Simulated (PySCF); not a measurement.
Radial density of Te⁺ (tellurium, charge +1)

wB97X-V, [Kr] 4d10 5s2 5p3, high-spin 4S determinant. Computed with PySCF 2.14 in aug-cc-pVQZ-PP with one added diffuse shell each of s, p, d, f, g type with ECP28MDF (8s8p6d4f3g, 117 functions), with a scalar-relativistic core potential. This is the valence pseudo-density: the core potential removes the inner electrons and smooths the orbitals near the nucleus.

| r (bohr) | 4πr²ρ (e/bohr) | 4πr²(ρα − ρβ) |
| --- | --- | --- |
| 0.00215 | 2.634e-05 | 0.0000 |
| 0.00361 | 7.146e-05 | 0.0000 |
| 0.00607 | 0.0001824 | 0.0000 |
| 0.0102 | 0.0004207 | 0.0000 |
| 0.0172 | 0.0008696 | 0.0000 |
| 0.0289 | 0.001470 | 0.0000 |
| 0.0486 | 0.002022 | 0.0000 |
| 0.0817 | 0.003570 | 0.0000 |
| 0.137 | 0.02289 | 0.0002 |
| 0.231 | 0.2996 | 0.0028 |
| 0.389 | 4.708 | 0.0690 |
| 0.654 | 24.55 | 0.2866 |
| 1.10 | 13.97 | 0.0363 |
| 1.85 | 3.891 | 1.5130 |
| 3.11 | 1.114 | 0.8049 |
| 5.24 | 0.04209 | 0.0383 |
| 8.81 | 9.272e-05 | 0.0001 |

Energies and moments cover only the electrons outside the core potential.
